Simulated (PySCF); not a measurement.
SMILES COCOc1ncc[se]1, C5H7NO2Se

Geometry:
```
atom   x (Å)   y (Å)   z (Å)
  C1  -2.673   0.801   0.435
  O2  -1.769   0.354  -0.559
  C3  -1.244  -0.896  -0.322
  O4  -0.395  -0.931   0.819
  C5   0.843  -0.472   0.658
  N6   1.427  -0.170  -0.433
  C7   2.711   0.244  -0.250
  C8   3.187   0.281   1.015
 Se9   1.885  -0.273   2.240
 H10  -3.518   0.111   0.526
 H11  -2.180   0.896   1.407
 H12  -3.025   1.776   0.106
 H13  -0.673  -1.171  -1.215
 H14  -2.026  -1.639  -0.099
 H15   3.270   0.518  -1.128
 H16   4.171   0.580   1.324
```

Theory: PySCF 2.14.0, GIAO B3LYP/pcSseg-1 magnetisability, rotational g tensor and spin-rotation constants, non-relativistic, gas phase. Geometry: GFN2-xTB.

The calculation is non-relativistic, which matters for the atoms heavier than Zn.

Give the nuclear spin-rotation constants along the inertial axes (H = +C I·J) beside the isotropic shieldings.

Rotational constants 2.4386, 0.6851, 0.5913 GHz. A star marks the isotopologue with that one atom substituted, in its own axes.
| atom | isotope | Caa (kHz) | Cbb (kHz) | Ccc (kHz) | mean (kHz) | σ (ppm) |
| --- | --- | --- | --- | --- | --- | --- |
| N6 | 14N | 0.496 | 0.136 | 0.044 | 0.225 | -34.0 |
| H10 | 1H | -0.103 | -0.059 | -0.023 | -0.061 | 28.6 |
| H11 | 1H | -0.016 | -0.035 | -0.056 | -0.035 | 27.9 |
| H12 | 1H | -0.167 | -0.072 | 0.011 | -0.076 | 28.0 |
| H13 | 1H | -0.192 | 0.036 | -0.047 | -0.067 | 25.1 |
| H14 | 1H | -0.129 | -0.039 | -0.017 | -0.062 | 27.0 |
| H15 | 1H | -0.229 | 0.061 | -0.056 | -0.075 | 24.8 |
| H16 | 1H | 0.199 | -0.066 | -0.057 | 0.025 | 25.1 |
| C1 | 13C* | 0.583 | 0.117 | 0.130 | 0.277 | 122.3 |
| O2 | 17O* | -0.221 | -0.102 | -0.054 | -0.126 | 261.6 |
| C3 | 13C* | 0.636 | 0.204 | 0.146 | 0.329 | 83.4 |
| O4 | 17O* | -0.487 | -0.204 | -0.064 | -0.252 | 150.9 |
| C5 | 13C* | 1.212 | 0.276 | 0.202 | 0.563 | -10.5 |
| C7 | 13C* | 0.933 | 0.266 | 0.140 | 0.446 | 40.4 |
| C8 | 13C* | 1.010 | 0.221 | 0.129 | 0.453 | 52.6 |
| Se9 | 77Se* | 4.548 | 1.867 | 1.113 | 2.509 | 1162.8 |

For the geometry as given, no vibrational averaging.
